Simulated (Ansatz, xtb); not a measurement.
## C16H11NS: where a starting geometry ends

The starting geometry of this gas-phase singlet was built from a drawn formula by distance geometry and a force field; its bonds are those of `C1=C2\[C@@H]3[C@H]4[C@H](\C=c5/c(sc6ccccc56)=C\1)[C@@H]3N24`.

| atom | x (Å) | y (Å) | z (Å) |
| --- | --- | --- | --- |
| C | 2.0726 | -1.2622 | -0.2924 |
| C | 0.9854 | -0.5391 | -0.8055 |
| C | 0.0322 | 1.0320 | -2.6131 |
| C | -0.2102 | 1.8324 | -3.7244 |
| C | -1.1087 | 2.9177 | -3.6387 |
| C | -1.7472 | 3.1614 | -2.4555 |
| C | -1.5290 | 2.3011 | -1.3402 |
| C | -0.6753 | 1.2556 | -1.4636 |
| C | -0.2483 | 0.2597 | -0.3946 |
| C | -1.1909 | 0.1902 | 0.6453 |
| C | -1.1796 | -0.7319 | 1.9934 |
| C | 0.0466 | -0.5769 | 3.0812 |
| C | 0.4937 | -2.0853 | 2.9705 |
| C | 1.6701 | -1.5140 | 2.1001 |
| C | 2.4229 | -1.8766 | 1.0843 |
| C | -0.1816 | -1.8270 | 1.6417 |
| N | 0.7941 | -0.5442 | 1.8416 |
| S | 1.2025 | -0.2794 | -2.6135 |
| H | 2.7793 | -1.6737 | -1.0143 |
| H | 0.3823 | 1.6741 | -4.6652 |
| H | -1.2399 | 3.5814 | -4.4988 |
| H | -2.4538 | 4.0132 | -2.4215 |
| H | -2.0654 | 2.5927 | -0.4252 |
| H | -2.0291 | 0.8454 | 0.7719 |
| H | -2.0911 | -1.0684 | 2.3099 |
| H | 0.2345 | 0.1642 | 3.8210 |
| H | 0.4580 | -2.9515 | 3.5897 |
| H | 2.9286 | -2.8597 | 1.0425 |
| H | -0.1303 | -2.3885 | 0.7072 |

**Question.** Predict what becomes of its bonds when it is optimised with r2SCAN-D4/def2-SVP.

**Answer.** It keeps its bonds, and is `C1=C2\[C@@H]3[C@H]4[C@H](\C=c5/c(sc6ccccc56)=C\1)[C@@H]3N24`.

The energy falls by 1.70 eV over 12 steps:

```json
{"step": "1", "E − E(last) (eV)": "1.698"}
{"step": "2", "E − E(last) (eV)": "0.334"}
{"step": "3", "E − E(last) (eV)": "0.077"}
{"step": "5", "E − E(last) (eV)": "0.008"}
{"step": "6", "E − E(last) (eV)": "0.005"}
{"step": "7", "E − E(last) (eV)": "0.003"}
{"step": "8", "E − E(last) (eV)": "0.001"}
{"step": "10", "E − E(last) (eV)": "0.000"}
{"step": "11", "E − E(last) (eV)": "0.000"}
{"step": "12", "E − E(last) (eV)": "0.000"}
```

Final geometry (Å):

```xyz
29

C     2.0831   -1.2839   -0.2300
C     1.0488   -0.4322   -0.6896
C     0.0980    1.0728   -2.5859
C    -0.1588    1.8412   -3.7280
C    -1.1258    2.8425   -3.6578
C    -1.8095    3.0776   -2.4557
C    -1.5472    2.2992   -1.3285
C    -0.6009    1.2596   -1.3768
C    -0.2243    0.3213   -0.2860
C    -1.1318    0.2557    0.7740
C    -1.1715   -0.6468    1.9816
C     0.0340   -0.5613    2.9981
C     0.4588   -2.0927    2.9285
C     1.6995   -1.7093    2.0995
C     2.3983   -2.0516    0.9646
C    -0.2089   -1.7473    1.5933
N     0.9069   -0.5732    1.7895
S     1.2935   -0.1778   -2.4639
H     2.7657   -1.5444   -1.0510
H     0.3997    1.6624   -4.6509
H    -1.3353    3.4573   -4.5378
H    -2.5454    3.8840   -2.3949
H    -2.0731    2.5254   -0.3974
H    -2.0232    0.8743    0.6409
H    -2.1853   -0.8743    2.3520
H     0.2341    0.1637    3.8057
H     0.2616   -2.9463    3.5967
H     3.0727   -2.9056    0.8706
H    -0.1911   -2.3477    0.6732
```

From the same start GFN2-xTB reaches the same bonding as this run.

No frequencies were run, so the end isn't proven a minimum. Run with Ansatz 0.2.0, 91 s on 8 threads of Arm Neoverse V2 (shared host).
